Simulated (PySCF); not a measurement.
Compound: C4H12Te.
Numbering: `[CH3:1][Te:2]([CH3:3])([CH3:4])[CH3:5]` (hydrogens: H6, H7, H8 on C1; H9, H10, H11 on C3; H12, H13, H14 on C4; H15, H16, H17 on C5)

Computed with PySCF 2.14.0, PBE0-D3(BJ)/def2-SVP geometry optimisation, gas phase, def2 core potentials past Kr.

(1) List the bond lengths and angles at this level.

## Answers

(1) 
```tsv
bond	length (Å)	order
C1–Te2, Te2–C5	2.155	single
Te2–C3, Te2–C4	2.286	single
C1–H6 and 5 like bonds	1.098	single
C3–H9 and 5 like bonds	1.102	single
```

Bonds in one row agree within 0.01 Å and their mean is given. Orders are formal, as drawn. A selection of angles:
```tsv
angle	degrees
Te2–C1–H6	108.9
Te2–C1–H8	107.8
H6–C1–H7	111.7
H6–C1–H8	109.9
C1–Te2–C3	84.4
C1–Te2–C5	111.9
C3–Te2–C4	159.1
Te2–C3–H9	109.0
Te2–C3–H10	112.5
H9–C3–H10	109.1
Te2–C4–H13	112.4
H12–C4–H14	108.4
```

Te2 (tellurium bonded to 4 C) has angles from 83.9° to 159.1°. The 4 C–Te bonds span 2.155 Å (C1–Te2, drawn single) to 2.287 Å (Te2–C3, drawn single), a spread of 0.132 Å.

Point group: near C2v, missed by 0.13 Å at most; the miss may be what the optimiser left on a soft mode (Cs holds within 0.08 Å). Not checked by PBE0-D3(BJ)/def2-SVP frequencies.
